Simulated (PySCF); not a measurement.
Cartesian coordinates in Å; atom numbers follow the order of the lines, from 1:
```xyz
14

C    -0.557    1.292   -0.412
N    -0.078   -0.061   -0.340
C    -1.096   -1.062   -0.182
B     1.297   -0.383   -0.418
O     2.204    0.647   -0.559
O     1.664   -1.711   -0.349
H    -1.107    1.579    0.505
H     0.285    1.984   -0.538
H    -1.250    1.433   -1.263
H    -0.642   -2.059   -0.130
H    -1.684   -0.902    0.742
H    -1.812   -1.052   -1.027
H     3.119    0.364   -0.609
H     2.608   -1.866   -0.405
```

Geometry: PBE0-D3(BJ)/def2-SVP; GIAO absolute shieldings from PySCF 2.14.0 with density-fitted response routines, gas phase, non-relativistic, averaged over equivalent atoms.

At PBE0/cc-pVDZ (124 basis functions, 12 s wall time on 1 thread of an Arm Neoverse V1, shared host):
```tsv
atoms	σ (ppm)
C1/C3	161.2
N2	219.4
B4	95.6
O5/O6	267.6
H7/H8/H9/H10/H11/H12	28.78
H13/H14	30.25
```

Q: Predict the values at KT3/pcSseg-1 on the same geometry.

A: 
| atoms | σ at KT3/pcSseg-1 | change |
| --- | --- | --- |
| C1/C3 | 145.4 | -15.8 |
| N2 | 205.0 | -14.4 |
| B4 | 84.0 | -11.6 |
| O5/O6 | 247.5 | -20.1 |
| H7/H8/H9/H10/H11/H12 | 28.67 | -0.11 |
| H13/H14 | 30.00 | -0.25 |

The largest change is at O5/O6 (oxygen bonded to B, H). Cost: 142 basis functions, 18 s wall time on 1 thread of an Arm Neoverse V1, shared host.
